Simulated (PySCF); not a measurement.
# $^{17}$O chemical shifts

[PySCF: σ from GIAO-PBE0/pcSseg-1; GFN2-xTB structure; one computed conformer; no solvent model; equivalent nuclei averaged; non-relativistic]

Shieldings were converted by a linear fit to measured shifts: $^{17}$O (scatter 10.7 ppm rms, 12.2 ppm with the 3 outliers that the fit left out vs liquid water, solution or neat liquid). A few per cent of atoms miss by over 2 rms, more outside the fitted compound classes.

(1) Give the $^{17}$O shifts of `O=COC[C@@H]1CC12C=CC=C2`, `COC(=O)c1ccc(C)cc1`.

(2) Match the shifts 576.8, 232.1, 14.0 ppm to `Cl[C@H]1[SiH2]C=C1c1ccco1`, `C=CC[Si@H](O)N[SiH](N)N`, `C=CC(=O)CCC(F)(F)F`.

Answers

(1) 
```csv
compound,environment,δ (ppm)
[O:1]=[CH:2][O:3][CH2:4][C@@H:5]1[CH2:6][C:7]12[CH:8]=[CH:9][CH:10]=[CH:11]2,O1: ester carbonyl oxygen,356.7
[O:1]=[CH:2][O:3][CH2:4][C@@H:5]1[CH2:6][C:7]12[CH:8]=[CH:9][CH:10]=[CH:11]2,O3: ester alkoxy oxygen,164.5
[CH3:1][O:2][C:3](=[O:4])[c:5]1[cH:6][cH:7][c:8]([CH3:9])[cH:10][cH:11]1,O4: ester carbonyl oxygen,337.3
[CH3:1][O:2][C:3](=[O:4])[c:5]1[cH:6][cH:7][c:8]([CH3:9])[cH:10][cH:11]1,O2: ester alkoxy oxygen,121.8
```

(2) 576.8: C=CC(=O)CCC(F)(F)F (ketone oxygen); 232.1: Cl[C@H]1[SiH2]C=C1c1ccco1 (aromatic ring oxygen); 14.0: C=CC[Si@H](O)N[SiH](N)N (oxygen bonded to Si, H).
